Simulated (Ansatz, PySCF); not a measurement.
System: CH₄BO₂, net charge 0, doublet state. SMILES: [CH2]B(O)O
Coordinates optimised at B3LYP-D3(BJ)/def2-TZVP (Ansatz, an electronic-structure program):
```xyz
8

C      1.3854    -0.6544     0.0134
B     -0.0010     0.0148     0.0055
O     -1.1450    -0.6042    -0.4489
O     -0.1181     1.2959     0.4729
H      2.2644    -0.1372     0.3784
H      1.5649    -1.6645    -0.3386
H     -1.0075    -1.5006    -0.7654
H     -1.0240     1.6218     0.4252
```
Charge 0, spin multiplicity 2.

Quantity: size of the dipole moment, in D. Conventions: open shells spin-unrestricted; dispersion terms only where a functional's name holds one; spin-orbit terms left out; non-relativistic; LANL2DZ all-electron up to Ne; 6-311+G** with 5d; 6-31G* and kin with 6d, 5d where marked. Ab initio and DFT rows: single points at B3LYP-D3(BJ) geometries (Ansatz).

| level | program | size of the dipole moment (D) |
|---|---|---|
| PBE/STO-3G | Ansatz | 1.38 |
| PBE/3-21G | Ansatz | 1.68 |
| PBE/6-31G* | Ansatz | 1.50 |
| PBE/def2-SVP | Ansatz | 1.48 |
| BLYP/6-31G* | Ansatz | 1.49 |
| B3LYP/LANL2DZ | Ansatz | 2.00 |
| B3LYP/6-31G | Ansatz | 1.89 |
| B3LYP/6-31G* | Ansatz | 1.56 |
| B3LYP/6-31G** | Ansatz | 1.54 |
| B3LYP/def2-SVP | Ansatz | 1.54 |
| B3LYP/cc-pVDZ | Ansatz | 1.47 |
| B3LYP/6-311+G** | Ansatz | 1.64 |
| PBE0/6-311+G** | Ansatz | 1.64 |
| M06-2X/6-311+G** | PySCF | 1.69 |

No value to compare with is used here. The 14 habitual levels span 1.38 (PBE/STO-3G) to 2.00 D (B3LYP/LANL2DZ).

The levels are drawn from those run, B3LYP/6-31G* more often than the rest, none by its result; left out are runs that failed, that the program found above a lower state of the same kind, or whose <S^2> lies over 0.5 above the pure value.
